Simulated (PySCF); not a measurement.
**Correlation energy of H- (hydrogen, charge -1)**

1s2, closed-shell 1S. All numbers are calculated (PySCF 2.14, scalar relativity by spin-free X2C-1e, in x2c-QZVPPall with one added diffuse shell each of s, p, d type (5s4p3d1f, 39 functions)). Frozen: nothing; 2 electrons correlated.

With two correlated electrons CCSD is exact within the correlated space (frozen core and kept virtual orbitals).

| level | correlation energy (mhartree) |
| --- | --- |
| CCSD | -38.82 |

Diagnostics: T1 = 0.021, D1 = 0.0291, largest double amplitude 0.125.

Question: Is a single reference adequate?

Answer: Mostly. T1 lies below 0.03, but a double amplitude of this size points to a near-degeneracy that CCSD handles and MP2 describes poorly.
